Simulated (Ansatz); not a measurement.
```yaml
crystal:
  periodic: [false, false, false]
  atoms:
    - {symbol: B, position_ang: [-0.667448, 1.782350, 0.018651]}
    - {symbol: C, position_ang: [-0.710305, 0.256266, -0.247084]}
    - {symbol: C, position_ang: [0.705075, -0.048855, 0.288716]}
    - {symbol: Sb, position_ang: [1.300654, -2.140621, 0.182856]}
    - {symbol: H, position_ang: [-0.196196, 2.525776, -0.795060]}
    - {symbol: H, position_ang: [-0.972623, 2.219203, 1.092384]}
    - {symbol: H, position_ang: [-0.776995, -0.039395, -1.295056]}
    - {symbol: H, position_ang: [-1.448223, -0.303825, 0.329027]}
    - {symbol: H, position_ang: [0.812374, 0.223371, 1.343199]}
    - {symbol: H, position_ang: [1.479236, 0.493385, -0.263064]}
    - {symbol: H, position_ang: [0.743016, -2.321753, -1.424176]}
    - {symbol: H, position_ang: [-0.191568, -2.701101, 0.803708]}
basis:
  gaussian: {orbitals: def2-mTZVPP, final_grid: {core_spheres: 8, valence_spheres: 7, degree: 23}}
hamiltonian: {xc: {name: HF}}
output: {forces: true}
```

```sh
$ ansatz run in.yaml --threads 4 --pin off --events-out ev --progress --plain --max-ram 10444MiB
```

It prints (some lines left out):

```
Functional definition: HF
1328 factors; integrals over basis functions are off by at most 1.1e-3 eV
mean field evaluation 1: about -9366.4402 eV, gradient 2.9e1 eV
mean field evaluation 2: about -9366.5760 eV, gradient 2.9e1 eV
mean field evaluation 4: about -9369.1851 eV, gradient 3.7e0 eV
mean field evaluation 8: about -9369.2398 eV, gradient 2.5e-1 eV
mean field -9369.24036655 eV, -344.3132327716 hartree, gradient 3.2e-5 eV, S^2 0.000000; 0 other end points of the search recorded, 0 dependent functions left out
reference -9369.24036655 eV, -344.3132327716 hartree; 24, 24 occupied and 109, 109 virtual orbitals, 1328 factors
Total energy: -9369.24036655 eV, -344.3132327716 hartree
Atom 0 at    -0.667448     1.782350     0.018651 Å, force    -0.238539     0.609822     0.000510 eV/Å
Atom 1 at    -0.710305     0.256266    -0.247084 Å, force    -0.153383    -0.286872    -0.109707 eV/Å
Atom 2 at     0.705075    -0.048855     0.288716 Å, force     0.673576    -0.241954     0.240044 eV/Å
Atom 3 at     1.300654    -2.140621     0.182856 Å, force    -0.424632    -0.089237    -0.192737 eV/Å
Atom 4 at    -0.196196     2.525776    -0.795060 Å, force    -0.101996    -0.089604     0.140052 eV/Å
Atom 5 at    -0.972623     2.219203     1.092384 Å, force     0.032813    -0.036699    -0.188823 eV/Å
Atom 6 at    -0.776995    -0.039395    -1.295056 Å, force    -0.016226     0.107421     0.285764 eV/Å
Atom 7 at    -1.448223    -0.303825     0.329027 Å, force     0.173709     0.181995    -0.173636 eV/Å
Atom 8 at     0.812374     0.223371     1.343199 Å, force    -0.060640    -0.000174    -0.321296 eV/Å
Atom 9 at     1.479236     0.493385    -0.263064 Å, force    -0.265552    -0.083094     0.172059 eV/Å
Atom 10 at     0.743016    -2.321753    -1.424176 Å, force     0.165577    -0.045832     0.132747 eV/Å
Atom 11 at    -0.191568    -2.701101     0.803708 Å, force     0.215294    -0.025771     0.015023 eV/Å
Dipole moment:     0.013904    -0.024513     0.002878 e Å
```

Hardware: 4 threads of an Arm Neoverse V1 on a shared host. Wall time 1.4 s, peak host memory 0.27 GiB.
